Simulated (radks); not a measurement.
Effect of the nuclear size on the gadolinium ion Gd+, [Xe] 4f7 5d1 6s1. Method: Dirac Kohn-Sham, LDA (Slater exchange, Perdew-Wang correlation), spin-unpolarised, spherical densities, finite nucleus; open shells fill j = l - 1/2 first; Fermi nuclear charge, rms radius 5.1569 fm; computed with a radial shooting solver on a logarithmic mesh with Libxc functionals. The rms radius is varied about that value; shifts are against it.

rms radius (fm),total energy shift (eV),density at nucleus (e/bohr^3),1s1/2 shift (meV),2s1/2 shift (meV),5p1/2 shift (meV),6s1/2 shift (meV),5d3/2 shift (meV),6p1/2 (empty) shift (meV),7s1/2 (empty) shift (meV)
4.1668,-7.36,6.609e+05,-3030,-390,0.257,-0.314,0.171,0.077,-0.050
4.9919,-1.31,6.311e+05,-539,-69.4,0.046,-0.056,0.030,0.014,-0.009
5.1569,0,6.259e+05,0.000,0.000,0.000,0.000,0.000,0.000,0.000
5.621,3.84,6.124e+05,1590,204,-0.134,0.164,-0.090,-0.040,0.026
6.3585,10.5,5.934e+05,4310,555,-0.364,0.446,-0.243,-0.109,0.071

Slopes of the eigenvalues against <r^2> in GHz/fm^2, as finite differences over the two radii next to the reference (eigenvalue slopes, not the field-shift constants of lines): 1s1/2 76900, 2s1/2 9900, 5p1/2 -6.50, 6s1/2 7.96, 5d3/2 -4.34, 6p1/2 (empty) -1.95, 7s1/2 (empty) 1.27.
